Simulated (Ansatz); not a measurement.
Basis-set extrapolation for C₃H₈O₂Si (`C[SiH2]OC(C)=O`) (PBE0-D4/def2-TZVP geometry, frozen core, the Gaussian-basis code of Ansatz). Multiplicity 1, RHF reference.

|  | def2-TZVPP | def2-QZVPP |
| --- | --- | --- |
| HF | -557.122725 | -557.144482 |
| MP2 correlation | -1.090806 | -1.169937 |
| CCSD(T) correlation | -1.180224 | not run |

Energies in hartree. Use E(X) = E(∞) + A·exp(−7.88·√X) for Hartree–Fock and E(X) = E(∞) + B·X^(−2.97) for correlation, with X = 3 and 4, and add CCSD(T) minus MP2 of the smaller set to the MP2 limit.

Question: What is the CCSD(T) energy at the basis-set limit?

Answer: HF limit: -557.144482 + (-0.021757) × 0.13774 = -557.14748. MP2 limit: -1.169937 + (-0.079131) × 0.74074 = -1.22855. Higher-order term: -1.180224 − (-1.090806) = -0.08942. Total: -558.46545 hartree, 102.0 kcal/mol below CCSD(T)/def2-TZVPP.
